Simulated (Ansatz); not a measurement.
Total energies of C$_{5}$H$_{8}$Cl$_{2}$Si$_{2}$ (`C=C[Si@H](Cl)C#C[Si@H](C)Cl`).

```csv
atom,x (Å),y (Å),z (Å)
C1,-3.110,-2.741,-0.018
C2,-2.639,-1.521,0.226
Si3,-1.155,-1.264,1.290
Cl4,-1.646,-0.167,2.959
C5,0.130,-0.333,0.394
C6,0.972,0.280,-0.230
Si7,2.247,1.230,-1.125
C8,2.590,2.829,-0.257
Cl9,1.547,1.601,-3.023
H10,-3.978,-2.910,-0.649
H11,-2.646,-3.628,0.403
H12,-3.134,-0.660,-0.217
H13,-0.615,-2.567,1.735
H14,3.455,0.386,-1.259
H15,1.680,3.428,-0.185
H16,2.958,2.634,0.754
H17,3.345,3.404,-0.799
```

The species carries charge 0 and has multiplicity 1. The geometry is a stationary point of PBE0-D4/def2-TZVP. It is one conformer, not always the lowest. Basis def2-TZVPP, the Gaussian-basis code of Ansatz.

RPA on PBE orbitals: Hartree–Fock energy of these orbitals -1690.96676 Eh, correlation -2.33070 Eh (frozen core).

```
             functional  energy without D4 (Eh)  D4 term (kJ/mol)
            LDA (SPW92)             -1687.79118                 –
                   BLYP             -1694.81254            -105.9
                 B97M-V             -1694.54644                 –
                   PBE0             -1694.12669             -43.0
                  B3LYP             -1694.99519             -79.9
HSE06 (plane-wave form)             -1694.08678             -40.5
                  BHLYP             -1694.80091             -64.2
                ωB97X-V             -1694.63463                 –
                 B2PLYP             -1694.24611                 –
               PBE-QIDH             -1693.76426                 –
```

(1) Give the same for PBE, revPBE, r2SCAN, r2SCANh, r2SCAN0, CAM-B3LYP, LC-ωPBE, ωB97M-V. (Best estimate.)

B3LYP takes the VWN-RPA correlation (the form of Gaussian; ORCA's B3LYP/G). HSE06 is the plane-wave form, built on full-range PBE exchange. The double hybrids freeze the cores in their second-order part.

Answers

(1) Computed: 
| functional | energy without D4 (Eh) | D4 term (kJ/mol) |
| --- | --- | --- |
| PBE | -1693.97114 | -49.8 |
| revPBE | -1694.56400 | -135.4 |
| r2SCAN | -1694.68752 | -13.3 |
| r2SCANh | -1694.67281 | -14.3 |
| r2SCAN0 | -1694.65260 | -15.8 |
| CAM-B3LYP | -1694.84317 | -44.4 |
| LC-ωPBE | -1694.33349 | – |
| ωB97M-V | -1694.74934 | – |

LC-ωPBE has ω = 0.4 bohr⁻¹.
